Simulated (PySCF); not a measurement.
S₄, SMILES S=S(=S)=S. Atoms are numbered in the order given.

```xyz
4

S      0.0000     0.0000     0.0000
S      1.9003     0.0000     0.0000
S     -0.9501     1.6457     0.0000
S     -0.9501    -1.6457     0.0000
```
Charge 0, spin multiplicity 1.

The structure is a stationary point at ωB97X-D3(BJ)/def2-SVP.

Two levels are set side by side: PBE/pcSseg-2 (PySCF) and PBE0/pcSseg-2 (PySCF). GIAO shifts against H2S (³³S) at the same level; non-relativistic, no solvent, atoms listed together averaged. Differences are taken from unrounded values.

```tsv
quantity	PBE0	PBE	PBE minus PBE0
δ(³³S) of S1 (ppm)	889.1	773.3	-115.8
δ(³³S) of S2, S3, S4 (ppm)	1237.8	1256.0	18.3
```

Rough cost on one machine, each run with all the roots and properties that it gave: PBE0 against PBE within a factor of 2.
